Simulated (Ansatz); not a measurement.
Start from `CCSCF` and change one atom or group to get `CCSBF`.

Ansatz, PBE0-D4/def2-TZVP geometries, multiplicity 1. Each molecule was computed in one conformer, which needn't be the lowest.

```csv
property,`CCSCF`
"ideal-gas entropy at 298 K and 1 bar (rigid rotor, harmonic PBE0-D4/def2-TZVP) / J/(mol·K)",338
LUMO energy (ωB97M-V/def2-TZVPP) / eV,2.68
HOMO–LUMO gap (B3LYP/def2-TZVPP) / eV,7.35
LUMO energy (PBE0/def2-TZVPP) / eV,0.92
HOMO energy (PBE/def2-TZVPP) / eV,-5.72
zero-point energy (PBE0-D4/def2-TZVP) / kJ/mol,256.6
```

Question: Give the same properties after the change, and the shifts. (An estimate is asked.)

Answer: Computed: 
```
                                                                                  property  `CCSBF`  shift
ideal-gas entropy at 298 K and 1 bar (rigid rotor, harmonic PBE0-D4/def2-TZVP) / J/(mol·K)      340      2
                                                     LUMO energy (ωB97M-V/def2-TZVPP) / eV     1.43  -1.25
                                                     HOMO–LUMO gap (B3LYP/def2-TZVPP) / eV     6.68  -0.67
                                                        LUMO energy (PBE0/def2-TZVPP) / eV    -0.52  -1.44
                                                         HOMO energy (PBE/def2-TZVPP) / eV    -6.48  -0.76
                                            zero-point energy (PBE0-D4/def2-TZVP) / kJ/mol    218.9  -37.7
```

With PBE0 the HOMO falls by 0.71 eV and the LUMO falls by 1.44 eV, so the gap narrows by about 0.73 eV. PBE moves the HOMO by -0.76 eV and ωB97M-V by -0.65 eV. The zero-point energy changes by -37.7 kJ/mol with -3 modes. Modes under 60 cm⁻¹, often nearly free rotors, make the harmonic entropy too high.

Positive LUMOs are unbound, so they and the gaps depend on the basis.

B3LYP here is the variant with VWN-RPA as its local correlation; programs differ in this.
